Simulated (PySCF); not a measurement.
Species: C5H12Al2O2.
Atom-mapped SMILES: `[CH3:1][C:2]#[C:3][AlH-:4]1[O+:5]([CH3:6])[AlH2-:7][O+:8]1[CH3:9]` (hydrogens: H10, H11, H12 on C1; H13 on Al4; H14, H15, H16 on C6; H17, H18 on Al7; H19, H20, H21 on C9)

The closed-shell ground state was solved at several levels (PySCF, density fitting, gas phase, non-relativistic). Isolated species at its PBE0-D3(BJ)/def2-SVP geometry, gas phase.

| level | basis functions | total energy (Eh) | HOMO (eV) | LUMO (eV) | gap (eV) | dipole (D) |
| --- | --- | --- | --- | --- | --- | --- |
| PBE0/pcSseg-1 | 227 | -832.4687 | -7.33 | -0.35 | 6.98 | 1.67 |
| HF/pcSseg-1 | 227 | -829.9322 | -9.92 | 2.66 | 12.58 | 1.60 |

**Question.** What might CAM-B3LYP/def2-SVPD (290 basis functions) give for the same quantities?

**Answer.** Total energy -832.6201 Eh, HOMO -8.69 eV, LUMO 0.43 eV, gap 9.12 eV, dipole 1.59 D.

**Question.** Over all these levels, which gives the widest orbital gap and which the narrowest?

**Answer.** HF/pcSseg-1 (Hartree–Fock, all exact exchange) has the widest, 12.58 eV, and PBE0/pcSseg-1 (global hybrid, 25 % exact exchange) the narrowest, 6.98 eV. The two share the basis. From the narrowest to the widest the HOMO moves by -2.59 eV and the LUMO by +3.01 eV. The HOMO need not be the same orbital at Hartree–Fock and at DFT levels.

**Question.** How far do the dipole and the HOMO energy spread over the levels?

**Answer.** The dipole runs from 1.59 to 1.67 D (mean 1.62 D) and the HOMO from -9.92 to -7.33 eV.
